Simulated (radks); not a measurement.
All-electron atom: Dy4+ in [Xe] 4f8 (the NIST ground configuration).

Method: scalar-relativistic Kohn-Sham, r2SCAN, spin-polarised, spherical densities, finite nucleus; open shells are filled with parallel spins first (spin-orbit coupling, left out, can overturn this in heavy ions); meta-GGA in the generalised Kohn-Sham scheme; Fermi nuclear charge, rms radius 5.2218 fm; computed with a radial shooting solver on a logarithmic mesh with Libxc functionals.

Energy parts (eV):
total: -330742.96
kinetic: 356801.38
electron-nucleus: -806083.71
Hartree: 125668.83
exchange-correlation: -7129.46

Orbitals (lengths in bohr, moments of r in powers of bohr; r(90%) holds 90 % of the orbital's charge):
orbital	occ.	eigenvalue (eV)	<r^2>	r(90%)	<1/r>	<r^4>
1s up	1	-53782.48	0.0006096	0.0382	74.55	9.930e-07
1s down	1	-53782.47	0.0006096	0.0382	74.55	9.930e-07
2s up	1	-9023.625	0.009519	0.139	17.34	0.0001561
2s down	1	-9023.624	0.009519	0.139	17.34	0.0001560
2p up	3	-8009.323	0.007711	0.129	16.09	0.0001177
2p down	3	-8009.307	0.007711	0.129	16.09	0.0001177
3s up	1	-2061.936	0.06275	0.344	6.388	0.005947
3s down	1	-2058.539	0.06263	0.343	6.396	0.005921
3p up	3	-1748.969	0.06311	0.349	5.980	0.006272
3p down	3	-1745.569	0.06295	0.349	5.988	0.006239
3d up	5	-1345.909	0.05295	0.330	5.663	0.004986
3d down	5	-1343.283	0.05277	0.330	5.670	0.004947
4s up	1	-458.9240	0.3154	0.759	2.691	0.1443
4s down	1	-451.4192	0.3156	0.759	2.689	0.1445
4p up	3	-355.0453	0.3557	0.812	2.472	0.1887
4p down	3	-347.5699	0.3562	0.813	2.470	0.1895
4d up	5	-212.9206	0.4233	0.906	2.188	0.2897
4d down	5	-205.4593	0.4259	0.909	2.183	0.2952
4f up	7	-57.5921	0.7081	1.25	1.691	1.157
4f down	1	-50.6977	0.7731	1.32	1.654	1.453
5s up	1	-98.0100	1.723	1.77	1.071	4.295
5s down	1	-94.7870	1.791	1.81	1.044	4.655
5p up	3	-71.1842	2.234	2.03	0.9277	7.368
5p down	3	-68.9173	2.327	2.08	0.9029	8.004

The highest occupied level is 4f down at -50.698 eV. The density falls to 0.001 e/bohr^3 at r = 3.02 bohr.
